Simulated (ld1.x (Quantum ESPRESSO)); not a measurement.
Br: excitation energies, all-electron against TM semilocal

ld1.x (Quantum ESPRESSO) 7.5 input, shortened:

```
&input
   title='Br', zed=35., rel=1, dft='PW91', iswitch=3,
   config='[Ar] 3d10 4s1.5 4p5.5 4d-2'
 /
 &inputp
   pseudotype=1, tm=.true., lloc=0,
   nlcc=.true., new_core_ps=.true., rcore=0.90
 /
3
4P  2  1   5.50   0.00  1.60  1.60  0.0
4D  3  2  -2.00   0.45  1.65  1.65  0.0
4S  1  0   1.50   0.00  1.35  1.35  0.0
 &test
   configts(1)='4s1.5 4p5.5'
 /
```

Energies are relative to the spin-unpolarised reference configuration 4s1.5 4p5.5; without spin polarisation the order of configurations can differ from experiment.

| valence configuration | charge | ΔE all-electron (eV) | error AE − PS (meV) |
| --- | --- | --- | --- |
| 4s2 4p5 | 0 | -6.173 | -0.7 |
| 4s2 4p4 | +1 | 6.438 | -2.0 |
| 4s2 4p3 | +2 | 29.270 | -2.8 |
| 4s2 4p1 | +4 | 109.487 | -40 |
| 4s2 4p2 | +3 | 63.344 | -9.8 |
| 4s1 4p5 | +1 | 19.465 | -2.9 |
| 4s1 4p6 | 0 | 6.222 | -1.7 |

Levels in the configuration 4s1 4p5:

| level | all-electron (eV) | pseudo (eV) |
| --- | --- | --- |
| 4s | -31.299 | -31.303 |
| 4p | -18.192 | -18.190 |
